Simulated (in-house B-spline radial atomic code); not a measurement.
A fraction x of an electron is moved 4s → 4d in the germanium ion Ge²⁺, starting from [Ar] 3d10 4s2 and keeping the highest spin. All numbers are computed (non-relativistic BLYP, spin-polarised, spherical fractional occupations; point nucleus) with a B-spline radial code for spherical atoms, not measured.

```json
{"x": "0", "E(x) - E(0) (eV)": "0.0000", "4s down level (eV)": "-28.858", "4d up level (eV)": "-"}
{"x": "0.125", "E(x) - E(0) (eV)": "2.4601", "4s down level (eV)": "-29.198", "4d up level (eV)": "-9.509"}
{"x": "0.25", "E(x) - E(0) (eV)": "4.9231", "4s down level (eV)": "-29.523", "4d up level (eV)": "-9.801"}
{"x": "0.375", "E(x) - E(0) (eV)": "7.3909", "4s down level (eV)": "-29.837", "4d up level (eV)": "-10.074"}
{"x": "0.5", "E(x) - E(0) (eV)": "?", "4s down level (eV)": "?", "4d up level (eV)": "?"}
{"x": "0.625", "E(x) - E(0) (eV)": "12.3438", "4s down level (eV)": "-30.442", "4d up level (eV)": "-10.578"}
{"x": "0.75", "E(x) - E(0) (eV)": "14.8305", "4s down level (eV)": "-30.739", "4d up level (eV)": "-10.814"}
{"x": "0.875", "E(x) - E(0) (eV)": "?", "4s down level (eV)": "?", "4d up level (eV)": "?"}
{"x": "1", "E(x) - E(0) (eV)": "19.8280", "4s down level (eV)": "-", "4d up level (eV)": "-11.265"}
```

(1) What belongs in the row x = 0.5?

(2) What belongs in the row x = 0.875?

(3) Check Janak's theorem between x = 0.125 and 0.25.

## Answers

(1) An energy change of 9.8642 eV; 4s down at -30.142 eV, 4d up at -10.332 eV.

(2) An energy change of 17.3254 eV; 4s down at -31.034 eV, 4d up at -11.042 eV.

(3) The slope of the energy is 19.70 eV; the orbital levels give 19.71 eV (ε of the receiving orbital less ε of the emptying one, averaged over the two points).
